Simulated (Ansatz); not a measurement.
Born–Oppenheimer molecular dynamics of CH5FO2Si (10 atoms, charge 0, multiplicity 1). It starts from a relaxed structure.

All numbers below come from RKS PBE0-D4/6-31G* (Ansatz).

```json
{
 "ensemble": "NVT, Nosé–Hoover chain",
 "time step": "0.5 fs",
 "steps asked": "300",
 "set temperature": "1000 K",
 "thermostat": "time constant 100 fs, chain length 3 (defaults)",
 "seed": "665122"
}
```

First frame:

```xyz
10
Properties=species:S:1:pos:R:3
Si -0.032 -0.011 -0.034
F -0.052 -0.166 1.572
C 1.724 -0.021 -0.610
H 2.257 -0.908 -0.255
H 1.766 -0.009 -1.703
H 2.253 0.863 -0.241
O -0.715 1.406 -0.499
H -1.679 1.409 -0.504
O -0.969 -1.238 -0.621
H -1.029 -2.022 -0.063
```

How far do the bonds stretch over the last three quarters of this one trajectory? (Pairs bonded in most of those frames.)


```json
{"bond": "Si1–F2", "mean (Å)": "1.621", "spread (Å)": "0.030", "shortest": "1.57", "longest": "1.69"}
{"bond": "Si1–C3", "mean (Å)": "1.862", "spread (Å)": "0.049", "shortest": "1.78", "longest": "1.97"}
{"bond": "Si1–O7", "mean (Å)": "1.646", "spread (Å)": "0.018", "shortest": "1.61", "longest": "1.69"}
{"bond": "Si1–O9", "mean (Å)": "1.654", "spread (Å)": "0.039", "shortest": "1.60", "longest": "1.72"}
{"bond": "C3–H4", "mean (Å)": "1.104", "spread (Å)": "0.032", "shortest": "1.05", "longest": "1.16"}
{"bond": "C3–H5", "mean (Å)": "1.103", "spread (Å)": "0.023", "shortest": "1.05", "longest": "1.17"}
{"bond": "C3–H6", "mean (Å)": "1.103", "spread (Å)": "0.024", "shortest": "1.06", "longest": "1.15"}
{"bond": "O7–H8", "mean (Å)": "0.990", "spread (Å)": "0.084", "shortest": "0.86", "longest": "1.12"}
{"bond": "O9–H10", "mean (Å)": "0.968", "spread (Å)": "0.036", "shortest": "0.91", "longest": "1.02"}
```

Mean temperature of the second half: 753 K. The conserved energy stayed within 2.2 meV per atom of its start (net change 0.56 meV per atom), so the integration is sound. The mean temperature of the second half is 25 % below the set value. A run of 0.15 ps of so small a system gives no equilibrium averages.

Time of the run: 22 min on 1 thread of Arm Neoverse V1 (shared host), peak memory 0.18 GiB.
